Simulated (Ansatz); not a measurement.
`CBCC` + `CNC` → `CBN(C)C` + `CC` at 600 K and 1 bar (ligand exchange at a B–C bond).

Gas-phase electronic energies from Ansatz, PBE0-D4/def2-TZVP geometries. CBS: MP2 limit from def2 TZ/QZ plus the TZ coupled-cluster correction, frozen cores. This one scheme is used for every species. Each species was taken in one conformer, which may not be the lowest.

```tsv
species	CCSD(T)/CBS energy (Eh)	H − E (kJ/mol)	S (J/(mol·K))
`CBCC`	-144.37049	357.3	415.5
`CNC`	-135.00321	284.6	333.5
`CBN(C)C`	-199.71235	416.6	440.0
`CC`	-79.71954	228.8	274.9
```

H − E and S are ideal-gas, rigid-rotor, harmonic terms from PBE0-D4/def2-TZVP, for one conformer and one mirror image of each species. 1 Eh = 2625.50 kJ/mol, R = 8.31446 J/(mol·K).

By hand: ΔE, ΔH, ΔS and ΔG.

ΔE = (-199.71235) + (-79.71954) − (-144.37049) − (-135.00321) = -0.05819 Eh = -152.8 kJ/mol. Δ(H − E) = 416.6 + 228.8 − 357.3 − 284.6 = 3.5, so ΔH = -149.3 kJ/mol. ΔS = 440.0 + 274.9 − 415.5 − 333.5 = -34.1 J/(mol·K). ΔG = -149.3 − 600 × (-34.1)/1000 = -128.8 kJ/mol.

By hand: the equilibrium constant, and the temperature at which ΔG would vanish if ΔH and ΔS stayed fixed.

log₁₀ K = −ΔG/(RT ln 10) = 11.2. ΔG = 0 at ΔH/ΔS = 4378 K, far beyond where these terms or the molecules hold.

ΔH outweighs TΔS. A doubt of 5 kJ/mol in ΔE shifts log₁₀ K by 0.4 here. Other conformers and mirror images would add mixing entropy, several J/(mol·K) or more a flexible species. These are equilibria of isolated gas molecules and say nothing of rates. Largest T1 diagnostic: 0.012 (customary marks: 0.02 for closed shells, 0.045 for open ones).
